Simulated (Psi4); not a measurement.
H$_{2}$O$_{2}$Zn, singlet, at a GFN2-xTB geometry (such geometries of metal compounds can be far from the true shape). Base run: PBE0/def2-SVP (Psi4).

Geometry (Å):
```xyz
5

Zn    -0.0004     0.1695     0.0311
O      1.2532    -0.1577    -1.0818
H      1.8266     0.5156    -1.4417
O     -1.2514    -0.5375     0.9544
H     -1.8278    -0.0385     1.5292
```
Charge 0, spin multiplicity 1.
All else is at Psi4's defaults (density fitting).

Variants of this job, named by their change:

```csv
change,basis functions,E (Eh),dipole (D)
base,69,-1930.26744,3.86
basis = cc-pVDZ-DK; relativity = spin-free X2C (with scf_type pk),81,-1947.29442,3.39
basis = cc-pVDZ-DK; relativity = none (with scf_type pk),81,-1921.56723,3.49
```

Absolute energies of different levels of theory aren't comparable as measures of quality.

Basis sets contracted for a relativistic Hamiltonian are a mismatch without it, so the rows without relativity aren't non-relativistic limits. No row has spin-orbit coupling; sets with core potentials leave out the core electrons.
